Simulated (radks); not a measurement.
Question: All-electron atom: W+ in [Xe] 4f14 5d4 7s1 (not the ground configuration). All-electron calculation, scalar-relativistic Kohn-Sham, PBE, spin-polarised, spherical densities, point nucleus; open shells are filled with parallel spins first (spin-orbit coupling, left out, can overturn this in heavy ions). Program: a radial shooting solver on a logarithmic mesh with Libxc functionals. Some entries of the table are withheld. Estimate them.

orbital  occ.  eigenvalue (hartree)  r(max) (bohr)  <r> (bohr)
1s down     1             -2554.427        0.01145     0.01834
1s up       1             -2554.427        0.01145     0.01834
2s up       1             -441.2222        0.06566     0.07756
2s down     1             -441.2156        0.06566     0.07756
2p up       3             -385.8778        0.05388     0.06944
2p down     3             -385.8726        0.05388     0.06944
3s up       1             -101.9298         0.1852      0.2010
3s down     1             -101.9282         0.1852      0.2010
3p up       3             -85.54346         0.1834      0.2013
3p down     3             -85.54156         0.1834      0.2013
3d up       5             -66.71095         0.1494      0.1824
3d down     5             -66.70678         0.1494      0.1824
4s up       1             -21.35411         0.4206      0.4495
4s down     1             -21.34860         0.4206      0.4495
4p up       3             -15.97992         0.4412      0.4780
4p down     3             -15.97486         0.4412      0.4780
4d up       5              -9.17226         0.4522      0.5114
4d down     5              -9.16619         0.4522      0.5112
5s up       1              -3.34320         0.9647       1.071
5s down     1              -3.28043         0.9602       1.063
5p up       3              -2.03619          1.096       1.254
5p down     3              -1.95102          1.087       1.241
4f up       7              -1.63420         0.4288         (1)
4f down     7              -1.62002         0.4286         (2)
5d up       4                   (3)            (4)       1.876
6s up       0              -0.57377          2.461       2.793
5d down     0                   (5)            (6)       1.894
6p up       0              -0.34355          3.129       3.687
7s up       1              -0.19633          6.200       6.481
6d up       0              -0.15241          5.960       6.400

Answer: 
(1) 4f up <r> (bohr): 0.6103
(2) 4f down <r> (bohr): 0.6051
(3) 5d up eigenvalue (hartree): -0.60068
(4) 5d up r(max) (bohr): 1.484
(5) 5d down eigenvalue (hartree): -0.49172
(6) 5d down r(max) (bohr): 1.463
